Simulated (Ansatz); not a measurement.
Q: Predict a relaxed structure of the cluster Pb₂Se₃, charge 0, singlet, at PBE-D4/def2-SVP (Ansatz).

A: 
```csv
atom,x (Å),y (Å),z (Å)
Pb1,1.214,-1.214,-0.673
Pb2,-1.649,0.792,0.228
Se3,0.686,0.143,1.862
Se4,1.143,1.628,0.006
Se5,-1.393,-1.350,-1.423
```
Point group C2v (tolerance 0.1 Å). This is one stationary point.

In the def2 sets Pb takes a core potential; there is no spin–orbit coupling. The structure comes from a short search, and lower isomers may exist.
